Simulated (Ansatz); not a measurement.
`CB(Cl)/N=C\Cl` + H₂ → `CBCl` + `N=CCl` at 700 K and 1 bar (hydrogenolysis of a B–N bond).

Isolated molecules relaxed with PBE0-D4/def2-TZVP in Ansatz; ΔE leaves out vibrations. CCSD(T)/CBS adds triple-zeta CCSD(T) − MP2 to the extrapolated MP2 energy (def2 sets, frozen cores). This one scheme is used for every species. Each species was taken in one conformer, which may not be the lowest.

| species | CCSD(T)/CBS energy (Eh) | H − E (kJ/mol) | S (J/(mol·K)) |
| --- | --- | --- | --- |
| `CB(Cl)/N=C\Cl` | -1077.63146 | 247.6 | 489.1 |
| H₂ | -1.17544 | 46.8 | 155.3 |
| `CBCl` | -525.07110 | 179.3 | 357.9 |
| `N=CCl` | -553.70684 | 119.5 | 311.8 |

H − E and S are ideal-gas, rigid-rotor, harmonic terms from PBE0-D4/def2-TZVP, for one conformer and one mirror image of each species. For small species the MP2-based limit differs from directly extrapolated CCSD(T) by up to some mEh (0.8 for H₂); such offsets cancel only in part. 1 Eh = 2625.50 kJ/mol, R = 8.31446 J/(mol·K).

**Question.** By hand: ΔE, ΔH, ΔS and ΔG.

**Answer.** ΔE = (-525.07110) + (-553.70684) − (-1077.63146) − (-1.17544) = 0.02896 Eh = 76.0 kJ/mol. Δ(H − E) = 179.3 + 119.5 − 247.6 − 46.8 = 4.4, so ΔH = 80.4 kJ/mol. ΔS = 357.9 + 311.8 − 489.1 − 155.3 = 25.3 J/(mol·K). ΔG = 80.4 − 700 × (25.3)/1000 = 62.7 kJ/mol.

**Question.** By hand: the equilibrium constant, and the temperature at which ΔG would vanish if ΔH and ΔS stayed fixed.

**Answer.** log₁₀ K = −ΔG/(RT ln 10) = -4.7. ΔG = 0 at ΔH/ΔS = 3178 K, far beyond where these terms or the molecules hold.

ΔH outweighs TΔS. A doubt of 5 kJ/mol in ΔE shifts log₁₀ K by 0.4 here. Other conformers and mirror images would add mixing entropy, several J/(mol·K) or more a flexible species. Modes under 60 cm⁻¹, often nearly free rotors, make the harmonic entropy too high. These are equilibria of isolated gas molecules and say nothing of rates. Largest T1 diagnostic: 0.013 (customary marks: 0.02 for closed shells, 0.045 for open ones).
